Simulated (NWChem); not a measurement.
**Total energies of BF**

```
B
F 1 1.2635
```
Charge 0, spin multiplicity 1.

The numbers come from NWChem runs, not from measurements. Structure: optimised with B3LYP/def2-SVP, a minimum by its harmonic frequencies.

Basis set: def2-SVP (28 functions).

```
method   total energy (Ha)
-------  -----------------
RHF             -124.00286
MP2             -124.24969
B2PLYP          -124.46362
PBE             -124.42403
B3LYP           -124.56595
TPSS            -124.57327
CCSD(T)         -124.27117
```

Total energies of different functionals aren't comparable as a measure of quality: only differences taken within one method are. 

The correlated methods keep 2 core orbitals frozen. B3LYP has NWChem's definition, with VWN1-RPA local correlation. The structure started from a generated list of species. No row is a measurement; the coupled-cluster row has its own basis-set and correlation limits.
